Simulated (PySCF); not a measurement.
**Correlation energy of Ga (gallium, neutral)**

[Ar] 3d10 4s2 4p1, 2P determinant. Computed with PySCF 2.14 in cc-pVDZ-PP with ECP10MDF (4s3p2d, 23 functions), with a scalar-relativistic core potential. Frozen: 3s2 3p6 3d10; 3 electrons correlated.

MP2 pair energies summed by pair of shells (mhartree):

```tsv
pair	energy	share (%)
4s-4s	-17.46	61.0
4s-4p	-11.15	39.0
```

Total MP2 correlation energy: -28.61 mhartree.

Same-spin part -2.17 and opposite-spin part -26.44 mhartree; SCS-MP2 scales them by 1/3 and 6/5 to -32.45 mhartree.

```tsv
level	correlation energy (mhartree)
CCSD	-43.04
(T)	-0.47
CCSD(T)	-43.51
```

Diagnostics: T1 = 0.010, D1 = 0.0256, largest double amplitude 0.089.

Cost of the coupled-cluster step: 0.06 s of wall time on 1 thread of Intel(R) Xeon(R) 6975P-C (shared host), for 3 correlated electrons.
